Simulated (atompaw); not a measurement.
**Before and after: PAW (atompaw) potential for bromine**

atompaw 4.2.0.5 input, output lines left out:

```
Br 35
GGA-PBE scalarrelativistic loggrid 1500 logderivrange -5 5 251
4 4 3 0 0 0
4 1 3
0 0 0
c
c
c
v
c
c
v
c
1
1.60 1.55 1.55 0.95
y
-1.95
n
y
-1.6
n
custom rrkj gramschmidtortho besselshape
2 0.5 troulliermartins
1.30
1.30
1.60
1.60
```

Change: augmentation besselshape compensation charge, radius 1.55 bohr; PAW radius 1.60 bohr; waves and projectors: custom polynom vanderbiltortho.

Cutoffs: the cutoffs (Ry, on a coarse ladder) from which the occupation-weighted sum of valence levels, in a spherical-Bessel basis at the reference potential, stays within 10 and 1 mRy of its value at 400 Ry; they do not see the model core or the augmentation charge, which bear on the density cutoff.

Problem. What does the change do?

Solution. The potential gets harder (25 Ry and 45 Ry → 30 Ry and 55 Ry); the range in which the p phases agree widens (upper end 1.9 → at the end of the scan); neither file shows a bound ghost.

```csv
quantity,base,changed
"cutoff, loose",25 Ry,30 Ry
"cutoff, tight",45 Ry,55 Ry
loose cutoff by channel (10 mRy a level),"s 21 Ry, p 10 Ry","s 30 Ry, p 10 Ry"
bound ghosts,none,none
s: phases at 1.61 bohr within 0.05 rad from the reference energy up to (Ry; the scan ends near 5),to the end of the scan,to the end of the scan
p: phases at 1.61 bohr within 0.05 rad from the reference energy up to (Ry; the scan ends near 5),1.9,to the end of the scan
lowest overlap eigenvalue by channel,"s 0.32, p 0.66","s 0.27, p 0.19"
```

 The cutoffs see the waves, projectors and local potential, not the compensation charge or the core.
